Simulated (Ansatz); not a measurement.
CH₆BFOSi (`O[SiH2]CBF`) from Hartree–Fock to CCSD(T)

Z-matrix (Å, degrees):
```
Si
C 1 1.886
O 1 1.645 2 110.5
H 1 1.481 2 110.4 3 -117.2
H 1 1.489 2 109.0 3 123.0
B 2 1.538 1 109.3 3 -64.8
H 2 1.093 1 107.6 3 172.6
H 2 1.096 1 104.6 3 55.7
H 3 0.959 1 117.8 2 43.8
F 6 1.336 2 118.8 1 75.6
H 6 1.199 2 125.1 1 -100.1
```

Total charge 0; spin multiplicity 1. Geometry: relaxed with PBE0-D4/def2-TZVP. It is one conformer, not always the lowest. Frozen core, restricted reference, the Gaussian-basis code of Ansatz. CBS rows extrapolate triple and quadruple zeta; past MP2 they add the triple-zeta difference.

| basis | HF (Eh) | MP2 corr. | CCSD corr. | (T) | CCSD(T) total |
| --- | --- | --- | --- | --- | --- |
| def2-SVP | -529.11174 | -0.69351 | -0.73942 | -0.01679 | -529.86795 |
| def2-TZVPP | -529.51513 | -0.88584 | -0.92365 | -0.03144 | -530.47022 |
| def2-QZVPP | -529.53567 | -0.95689 | – | – | – |
| CBS(def2) | -529.53850 | -1.00952 | -1.04733 | as TZ | -530.61727 |
